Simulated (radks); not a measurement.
Question: The mean radii <r> (bohr) of the occupied orbitals of an atom or ion are listed with their occupations. Calculated with a radial shooting solver on a logarithmic mesh with Libxc functionals: Dirac Kohn-Sham, BLYP, spin-unpolarised, spherical densities, point nucleus.

orbital  occ.      <r>
1s1/2       2  0.06643
2s1/2       2   0.3082
2p1/2       2   0.2722
2p3/2       4   0.2749
3s1/2       2   0.9485
3p1/2       2    1.010
3p3/2       4    1.018
3d3/2       3    1.327

Name the element and its charge. Open shells, if any, fill j = l - 1/2 first.

Answer: Z = 23, vanadium, charge +2: V2+ in [Ar] 3d3. The 1s radius gives Z: for a bare nucleus <r> = (2 gamma + 1)/(2Z) with gamma = sqrt(1 - (Z/c)^2), 0.0646 bohr for Z = 23, and screening makes it slightly larger (0.06643 here). The occupations add up to 21, and the charge is Z minus that.
